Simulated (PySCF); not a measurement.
PySCF input (BP86/6-31G* with LANL2DZ past Ar (5d)):

```python
from pyscf import gto, dft

mol = gto.M(
    atom='''
    Cl    1.97290900    0.33833400   -0.18356200
    C     0.46845000    0.60372500    0.56218300
    Br   -1.05216200   -0.29305200   -0.05305000
    H     0.47551900    0.88278700    1.60422400
    ''',
    basis={'default': '6-31g*', 'Br': 'lanl2dz'},
    ecp={'Br': 'lanl2dz'},
    charge=0,
    spin=1,
    verbose=4,
)

mf = dft.UKS(mol, xc='bp86')
mf.grids.level = 3
mf.conv_tol = 1e-9
mf.max_cycle = 100
mf.max_memory = 1500
mf.kernel()
if not mf.converged:
    mf = mf.newton()
    mf.kernel(mf.make_rdm1())
mo, _, stable, _ = mf.stability(return_status=True)
if not stable:
    mf.kernel(mf.make_rdm1(mo, mf.mo_occ))
    stable = mf.stability(return_status=True)[2]
mf.dip_moment()
```

From the output:

```
  HOMO = 0.0514852968294  LUMO = 0.0659962261882  gap/eV = 0.39486
cycle= 2 E= -500.841539423402  delta_E= 9.17  |g|=  2.9  |ddm|= 13.1
  alpha nocc = 16  HOMO = -0.111435698288158  LUMO = -0.0694913838230597
  beta  nocc = 15  HOMO = -0.348512844487026  LUMO = -0.106855534259111
  HOMO = -0.111435698288  LUMO = -0.106855534259  gap/eV = 0.12463
cycle= 3 E= -511.722544706057  delta_E= -10.9  |g|= 0.686  |ddm|= 12.1
  alpha nocc = 16  HOMO = -0.161087417183783  LUMO = -0.0797881833927434
  beta  nocc = 15  HOMO = -0.204146982726417  LUMO = -0.136163880021734
  HOMO = -0.161087417184  LUMO = -0.136163880022  gap/eV = 0.67820
cycle= 4 E= -511.623070598053  delta_E= 0.0995  |g|= 0.84  |ddm|= 1.53
  alpha nocc = 16  HOMO = -0.147964366743473  LUMO = -0.0203779276018388
  beta  nocc = 15  HOMO = -0.253269364357302  LUMO = -0.0975008787325393
  HOMO = -0.147964366743  LUMO = -0.0975008787325  gap/eV = 1.37318
cycle= 5 E= -512.043660024421  delta_E= -0.421  |g|= 0.0939  |ddm|= 1.05
  alpha nocc = 16  HOMO = -0.186128074525008  LUMO = -0.050467008195259
  beta  nocc = 15  HOMO = -0.284249882022035  LUMO = -0.126088213857976
  HOMO = -0.186128074525  LUMO = -0.126088213858  gap/eV = 1.63377
cycle= 6 E= -512.04817230978  delta_E= -0.00451  |g|= 0.0393  |ddm|= 0.177
  alpha nocc = 16  HOMO = -0.180050577337358  LUMO = -0.0415022770375053
  beta  nocc = 15  HOMO = -0.273325434972662  LUMO = -0.117580246834393
  HOMO = -0.180050577337  LUMO = -0.117580246834  gap/eV = 1.69990
cycle= 7 E= -512.049180083857  delta_E= -0.00101  |g|= 0.00557  |ddm|= 0.0633
  alpha nocc = 16  HOMO = -0.179415922201162  LUMO = -0.0408203030539411
  beta  nocc = 15  HOMO = -0.273129452212472  LUMO = -0.116281128927941
  HOMO = -0.179415922201  LUMO = -0.116281128928  gap/eV = 1.71799
cycle= 8 E= -512.049203074515  delta_E= -2.3e-05  |g|= 0.00177  |ddm|= 0.0116
  alpha nocc = 16  HOMO = -0.179791189388009  LUMO = -0.040969226075994
  beta  nocc = 15  HOMO = -0.27351248161145  LUMO = -0.116331283657953
  HOMO = -0.179791189388  LUMO = -0.116331283658  gap/eV = 1.72683
cycle= 9 E= -512.049205494168  delta_E= -2.42e-06  |g|= 0.000366  |ddm|= 0.003
  alpha nocc = 16  HOMO = -0.179870888774204  LUMO = -0.040947516089048
  beta  nocc = 15  HOMO = -0.273522988490502  LUMO = -0.116317773373794
  HOMO = -0.179870888774  LUMO = -0.116317773374  gap/eV = 1.72937
cycle= 10 E= -512.049205608667  delta_E= -1.14e-07  |g|= 8.48e-05  |ddm|= 0.000909
  alpha nocc = 16  HOMO = -0.1798661754157  LUMO = -0.0409347337538257
  beta  nocc = 15  HOMO = -0.273509973370894  LUMO = -0.116304893788165
  HOMO = -0.179866175416  LUMO = -0.116304893788  gap/eV = 1.72959
cycle= 11 E= -512.049205614815  delta_E= -6.15e-09  |g|= 2.53e-05  |ddm|= 0.000196
  alpha nocc = 16  HOMO = -0.179866891119783  LUMO = -0.0409351156401918
  beta  nocc = 15  HOMO = -0.27351368219167  LUMO = -0.116305159621991
  HOMO = -0.17986689112  LUMO = -0.116305159622  gap/eV = 1.72960
cycle= 12 E= -512.049205615267  delta_E= -4.52e-10  |g|= 6.74e-06  |ddm|= 4.54e-05
  alpha nocc = 16  HOMO = -0.179865952718806  LUMO = -0.0409341480338625
  beta  nocc = 15  HOMO = -0.273514065309836  LUMO = -0.116304526020794
  HOMO = -0.179865952719  LUMO = -0.116304526021  gap/eV = 1.72959
Extra cycle  E= -512.049205615266  delta_E= 6.82e-13  |g|= 6.54e-06  |ddm|= 2.02e-05
converged SCF energy = -512.049205615266  <S^2> = 0.75256866  2S+1 = 2.002567
uhf_internal: lowest eigs of H = [0.25270564 0.31368017 0.34822531]
<class 'pyscf.dft.uks.UKS'> wavefunction is stable in the internal stability analysis
Dipole moment(X, Y, Z, Debye):  0.04324,  0.04621,  0.90835
```

The geometry given is a B3LYP-D3(BJ)/def2-TZVP minimum.
